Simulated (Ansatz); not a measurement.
Z-matrix (Å, degrees):
```
Sn
S 1 2.398
S 1 2.399 2 108.8
S 1 2.399 2 108.3 3 -117.7
H 1 1.702 2 110.4 3 121.0
H 2 1.344 1 91.4 3 101.3
H 3 1.344 1 91.5 2 -18.2
H 4 1.344 1 91.4 2 104.7
```

Charge 0, multiplicity 1. Sn: def2 effective core potential.

Problem. List the B3LYP/def2-TZVPP orbital energies in eV (the Gaussian-basis code of Ansatz). (Estimate.)

Solution. The calculation gave: Occupied: -2418.11, -2418.11, -2418.11, -216.12, -216.11, -216.11, -160.66, -160.66, -160.66, -160.60, -160.60, -160.60, -160.47, -160.47, -160.46, -139.87, -94.73, -94.73, -94.66, -29.01, -29.01, -28.96, -28.87, -28.87, -20.40, -19.70, -19.69, -13.97, -11.49, -11.47, -10.86, -9.67, -8.92, -8.91, -7.46, -7.44, -7.29. Lowest empty: -1.82, -0.59, -0.57, -0.01, 0.67, 0.69, 0.86, 2.04.

B3LYP here is the variant with VWN-RPA as its local correlation; programs differ in this.
